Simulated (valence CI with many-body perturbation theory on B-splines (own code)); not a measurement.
# Dy24+: E2, M1 decay

Level of theory: valence CI with perturbative core correlation (CI+MBPT): six valence electrons over a frozen Dirac-Fock core [Kr], a basis of 7 s, 7 p, 8 d, 6 f, 4 g, 1 h functions for each j, with the one-electron correlation potential Σ1 (screened to all orders), the two-electron term Σ2, the three-electron term Σ3, Breit, model QED; selected single and double excitations, second order for the rest, scaled by the run's own slope (own B-spline code, finite nucleus).

No measured levels were compared; by estimate terms of the open shell hold to 2 to 4 % of their energy, and close levels can change places. Core correlation moves these levels by up to 8400 cm⁻¹, and in measured spectra 5 to 20 % of such shifts remained as error; rates that hang on mixing are uncertain with them. Among the levels kept, up to 810 cm⁻¹ of a level comes from second order outside the variational space, and about a tenth of that is noise between levels of different J, which matters for small intervals. Only levels of the ground parity were solved; by the run's estimate the other parity begins above the list, which can be wrong where configurations are misplaced.

Lines 51 to 100 of 119 in falling wavelength, among levels below 351240 cm⁻¹, chosen from the decays that carry over 1 % of a level's rate. Wavelengths and rates use the calculated energies, so an error of 2000 cm⁻¹ moves a line at 1400 Å by 2.8 % and its rate by three times that or more. Electric multipoles are in the length gauge, E1 and E2 with the static RPA response of the core. Weak lines are less certain than strong ones. Lines between different terms over intervals too small for the method are left out, as are lines whose strength nearly cancels. The highest levels of a list are the least certain.

Levels are named by their leading jj configuration (3d3/2^4 stands for four electrons in 3d with j = 3/2), which in mixed levels can hold well under half, so a name can repeat and another be missing. Letters in brackets count levels of one name in rising energy.

```csv
λ vac (Å),Upper,Lower,Type,A (s⁻¹),Branch %
1400,(4d3/2^3 4d5/2^3) J=3 [c],(4d3/2^3 4d5/2^3) J=4 [a],M1,5.52e+01,1.7
1393,(4d3/2^2 4d5/2^4) J=2 [d],(4d3/2^3 4d5/2^3) J=3 [c],M1,2.86e+03,22.2
1355,(4d3/2^2 4d5/2^4) J=0 [a],(4d3/2^3 4d5/2^3) J=1 [a],M1,1.44e+04,99.9
1339,(4d3/2 4d5/2^5) J=2,(4d3/2^2 4d5/2^4) J=2 [c],M1,3.28e+03,19.2
1326,(4d3/2^2 4d5/2^4) J=2 [d],(4d3/2^2 4d5/2^4) J=2 [b],M1,1.50e+03,11.7
1319,(4d3/2^3 4d5/2^3) J=1 [b],(4d3/2^4 4d5/2^2) J=0,M1,2.14e+03,61.6
1310,(4d3/2 4d5/2^5) J=1,(4d3/2^2 4d5/2^4) J=0 [a],M1,4.46e+03,14.1
1288,(4d3/2^3 4d5/2^3) J=2,(4d3/2^4 4d5/2^2) J=2,M1,3.90e+03,93.2
1285,(4d3/2^2 4d5/2^4) J=4 [c],(4d3/2^3 4d5/2^3) J=3 [c],M1,2.98e+03,28.8
1273,(4d3/2^2 4d5/2^4) J=4 [a],(4d3/2^3 4d5/2^3) J=4 [a],M1,8.81e+03,72.8
1265,(4d3/2^2 4d5/2^4) J=6,(4d3/2^3 4d5/2^3) J=6,M1,3.05e+03,69.4
1247,(4d3/2^2 4d5/2^4) J=2 [b],(4d3/2^3 4d5/2^3) J=3 [a],M1,4.69e+03,63.1
1245,(4d3/2^3 4d5/2^3) J=3 [b],(4d3/2^4 4d5/2^2) J=2,M1,4.80e+02,12.1
1244,(4d3/2^2 4d5/2^4) J=6,(4d3/2^3 4d5/2^3) J=5,M1,1.34e+03,30.5
1242,(4d3/2^2 4d5/2^4) J=1,(4d3/2^3 4d5/2^3) J=2,M1,9.83e+02,12.4
1237,(4d3/2 4d5/2^5) J=2,(4d3/2^2 4d5/2^4) J=1,M1,4.11e+03,24.1
1236,(4d3/2 4d5/2^5) J=1,(4d3/2^2 4d5/2^4) J=2 [b],M1,1.01e+04,32.0
1217,(4d3/2^3 4d5/2^3) J=5,(4d3/2^4 4d5/2^2) J=4,M1,1.04e+03,94.6
1197,(4d3/2^3 4d5/2^3) J=6,(4d3/2^4 4d5/2^2) J=4,E2,4.37e-02,69.7
1193,(4d3/2^3 4d5/2^3) J=3 [c],(4d3/2^3 4d5/2^3) J=3 [a],M1,8.96e+01,2.7
1192,(4d3/2^2 4d5/2^4) J=4 [b],(4d3/2^3 4d5/2^3) J=3 [b],M1,1.30e+03,19.8
1190,(4d3/2^2 4d5/2^4) J=2 [c],(4d3/2^3 4d5/2^3) J=3 [b],M1,1.90e+03,23.2
1189,(4d3/2^2 4d5/2^4) J=2 [d],(4d3/2^3 4d5/2^3) J=1 [b],M1,2.11e+03,16.4
1180,(4d3/2 4d5/2^5) J=4,(4d3/2^2 4d5/2^4) J=3 [b],M1,3.39e+03,16.0
1153,(4d3/2^2 4d5/2^4) J=2 [c],(4d3/2^3 4d5/2^3) J=2,M1,3.02e+03,36.8
1145,(4d3/2^2 4d5/2^4) J=5,(4d3/2^3 4d5/2^3) J=4 [a],M1,2.40e+02,4.1
1136,(4d3/2^2 4d5/2^4) J=3 [a],(4d3/2^3 4d5/2^3) J=4 [a],M1,3.62e+03,35.6
1134,(4d3/2^2 4d5/2^4) J=4 [c],(4d3/2^3 4d5/2^3) J=4 [b],M1,2.56e+03,24.8
1121,(4d3/2 4d5/2^5) J=1,(4d3/2^3 4d5/2^3) J=0,M1,1.14e+03,3.6
1099,(4d3/2^2 4d5/2^4) J=4 [a],(4d3/2^3 4d5/2^3) J=3 [a],M1,2.95e+02,2.4
1089,(4d3/2^2 4d5/2^4) J=2 [d],(4d3/2^2 4d5/2^4) J=2 [a],M1,2.64e+03,20.5
1043,(4d3/2 4d5/2^5) J=4,(4d3/2^2 4d5/2^4) J=3 [a],M1,2.64e+02,1.3
1036,(4d3/2 4d5/2^5) J=4,(4d3/2^2 4d5/2^4) J=5,M1,6.36e+03,30.1
1028,(4d3/2 4d5/2^5) J=1,(4d3/2^2 4d5/2^4) J=2 [a],M1,1.41e+04,44.6
1024,(4d3/2^3 4d5/2^3) J=3 [b],(4d3/2^4 4d5/2^2) J=4,M1,2.89e+03,72.6
1017,(4d3/2^2 4d5/2^4) J=2 [a],(4d3/2^4 4d5/2^2) J=2,M1,1.55e+02,1.9
1009,(4d3/2^2 4d5/2^4) J=3 [b],(4d3/2^3 4d5/2^3) J=4 [a],M1,1.29e+03,18.6
1006,(4d3/2^2 4d5/2^4) J=4 [b],(4d3/2^3 4d5/2^3) J=5,M1,4.42e+03,67.0
995.7,(4d3/2^2 4d5/2^4) J=3 [a],(4d3/2^3 4d5/2^3) J=3 [a],M1,4.88e+03,47.9
960.7,(4d3/2 4d5/2^5) J=2,(4d3/2^2 4d5/2^4) J=3 [a],M1,5.32e+03,31.2
949.5,(4d3/2 4d5/2^5) J=4,(4d3/2^2 4d5/2^4) J=4 [a],M1,1.05e+04,49.7
942.6,(4d3/2^3 4d5/2^3) J=1 [b],(4d3/2^4 4d5/2^2) J=2,M1,5.95e+02,17.1
939.4,(4d3/2^3 4d5/2^3) J=0,(4d3/2^4 4d5/2^2) J=2,E2,4.25e+01,1.6
910.5,(4d3/2^2 4d5/2^4) J=2 [d],(4d3/2^3 4d5/2^3) J=3 [b],M1,8.34e+02,6.5
896.6,(4d3/2^2 4d5/2^4) J=3 [b],(4d3/2^3 4d5/2^3) J=3 [a],M1,1.08e+02,1.6
889.5,(4d3/2 4d5/2^5) J=4,(4d3/2^3 4d5/2^3) J=3 [c],M1,4.12e+02,2.0
888.7,(4d3/2^2 4d5/2^4) J=2 [d],(4d3/2^3 4d5/2^3) J=2,M1,8.55e+02,6.6
887.4,(4d3/2^2 4d5/2^4) J=1,(4d3/2^3 4d5/2^3) J=1 [a],M1,3.24e+03,41.0
871.7,(4d3/2^2 4d5/2^4) J=2 [b],(4d3/2^4 4d5/2^2) J=2,M1,1.13e+03,15.3
847.5,(4d3/2 4d5/2^5) J=1,(4d3/2^3 4d5/2^3) J=2,M1,1.31e+03,4.1
```
